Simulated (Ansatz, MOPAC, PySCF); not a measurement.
Constitutional and geometric isomers with formula CH2S3. Isolated molecules, 0 K electronic values unless said otherwise. One relaxed conformer stands for each flexible species; it need not be the lowest. Strings in code marks are SMILES.

Quantity: vertical ionisation energy (energy after one electron is removed minus that of the parent at the parent's geometry), in eV. The restricted reference of `S=C(S)S` is unstable towards unrestricted orbitals.

Level 1: frozen-core CCSD(T)/cc-pVTZ // B3LYP-D3(BJ)/def2-TZVP (Ansatz, a first-principles code)
Level 2: PBE-D3(BJ)/def2-TZVP // B3LYP-D3(BJ)/def2-TZVP (PySCF)
Level 3: minus the HOMO energy of HF/STO-3G // B3LYP-D3(BJ)/def2-TZVP (PySCF)
Level 4: minus the HOMO energy of PM6 // B3LYP-D3(BJ)/def2-TZVP (MOPAC)

| species | level 1 | level 2 | level 3 | level 4 |
|---|---|---|---|---|
| `S=C(S)S` (S–C–S–H torsion 0°, S–C–S–H torsion -180°) | 8.83 | 8.75 | 5.87 | 9.12 |
| `C1SSS1` | 8.20 | 7.86 | 5.80 | 8.79 |
